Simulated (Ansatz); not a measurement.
Computed with r2SCAN-D4/def2-SVP (Ansatz, an electronic-structure program). No frequencies were computed at this level.

Ansatz 0.2 input:
```yaml
crystal:
  periodic: [false, false, false]
  atoms:
    - { symbol: Zr, position_ang: [0.047504, -0.033623, 0.004813] }
    - { symbol: Cl, position_ang: [-0.414145, 0.521951, -2.125972] }
    - { symbol: Cl, position_ang: [0.268223, 1.897956, 1.134253] }
    - { symbol: Cl, position_ang: [-1.793366, -1.040283, 0.814514] }
    - { symbol: F, position_ang: [1.537104, -1.093645, 0.140073] }
basis:
  gaussian: { orbitals: def2-svp }
hamiltonian:
  xc: r2scan
  dispersion: d4
relax:
  max_steps: 150
```

Output:

```
Functional definition: r2SCAN
1011 factors; their error is unknown
mean field evaluation 1: about -41555.4546 eV, gradient 3.6e1 eV
mean field evaluation 2: about -41542.3117 eV, gradient 9.8e1 eV
mean field evaluation 4: about -41557.5287 eV, gradient 4.7e0 eV
mean field evaluation 8: about -41557.5362 eV, gradient 1.1e-1 eV
mean field evaluation 16: about -41557.5363 eV, gradient 8.5e-6 eV
mean field -41557.53626568 eV, -1527.2112890540 hartree, gradient 8.5e-6 eV, S^2 0.000000; 0 other end points of the search recorded, 0 dependent functions left out
reference -41557.53629674 eV, -1527.2112901953 hartree; 36, 36 occupied and 63, 63 virtual orbitals, 1011 factors
relax step   1: F+E_penalty+E_count = -41557.57964244 eV  Δ(F+E_penalty+E_count) = +0.000e0 eV  max|allowed force component| = 1.754e0 eV/Å  Δτ_max = 0.0000 Å  (28 SCF iters, accepted)
these checks for a lower state are left out or cut short: starts, cluster_reference, orbital_swaps, neighbouring_geometries, increment
1011 factors; their error is unknown
mean field -41557.81298029 eV, -1527.2214581282 hartree, gradient 2.4e-5 eV, S^2 0.000000; 0 other end points of the search recorded, 0 dependent functions left out
reference -41557.81301112 eV, -1527.2214592614 hartree; 36, 36 occupied and 63, 63 virtual orbitals, 1011 factors
relax step   2: F+E_penalty+E_count = -41557.85484094 eV  Δ(F+E_penalty+E_count) = -2.752e-1 eV  max|allowed force component| = 4.897e-1 eV/Å  Δτ_max = 0.1435 Å  (37 SCF iters, accepted)
these checks for a lower state are left out or cut short: starts, cluster_reference, orbital_swaps, neighbouring_geometries, increment
1011 factors; their error is unknown
mean field -41557.84162218 eV, -1527.2225106983 hartree, gradient 1.3e-5 eV, S^2 0.000000; 0 other end points of the search recorded, 0 dependent functions left out
reference -41557.84165302 eV, -1527.2225118317 hartree; 36, 36 occupied and 63, 63 virtual orbitals, 1011 factors
relax step   3: F+E_penalty+E_count = -41557.88376640 eV  Δ(F+E_penalty+E_count) = -2.893e-2 eV  max|allowed force component| = 5.441e-3 eV/Å  Δτ_max = 0.0353 Å  (31 SCF iters, accepted)
1011 factors; their error is unknown
mean field evaluation 32: about -41557.8918 eV, gradient 7.8e-2 eV
mean field -41557.84162218 eV, -1527.2225106983 hartree, gradient 1.3e-5 eV, S^2 0.000000; 1 other end points of the search recorded, 0 dependent functions left out
reference -41557.84165302 eV, -1527.2225118317 hartree; 36, 36 occupied and 63, 63 virtual orbitals, 1011 factors
Total energy: -41557.88379724 eV, -1527.2240606031 hartree
Atom 0 at    -0.008193     0.005830    -0.000749 Å, force     0.005140    -0.003925     0.000412 eV/Å
Atom 1 at    -0.376721     0.509375    -2.251325 Å, force     0.000421     0.000280    -0.005441 eV/Å
Atom 2 at     0.347528     1.970781     1.210301 Å, force     0.002494     0.003737     0.003083 eV/Å
Atom 3 at    -1.841422    -1.149204     0.870725 Å, force    -0.002741    -0.003859     0.002122 eV/Å
Atom 4 at     1.524128    -1.084426     0.138729 Å, force    -0.005314     0.003767    -0.000175 eV/Å
Dipole moment:     0.011170    -0.007936     0.001076 e Å
```

Cost: about 24 core-seconds (a rough figure).
